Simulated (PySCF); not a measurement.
# Excitation energy of Si⁺ by level of theory

Si⁺ [Ne] 3s2 3p1 (2P) → Si⁺ [Ne] 3s2 4s1 (2S), as a difference of total energies. All numbers are calculated (PySCF 2.14, no relativity, point nucleus, in aug-cc-pV(Q+d)Z). Correlated levels: valence: [Ne] frozen. The calculations carry no spin-orbit coupling.

```tsv
method	excitation energy (eV)	error (eV)
UHF	7.991	-0.106
LDA	8.000	-0.097
PBE	8.070	-0.027
PBE0	8.161	+0.064
r2SCAN	8.402	+0.305
MN15	8.111	+0.014
BLYP	7.989	-0.108
M06	7.935	-0.162
B2PLYP	8.077	-0.020
MP2 (valence)	8.041	-0.056
SCS-MP2 (valence)	8.062	-0.035
```

Reference: 8.097 eV (measured; NIST levels, between the centres of gravity of the two terms).

Errors of the correlated levels include the incompleteness of this basis and the frozen core.
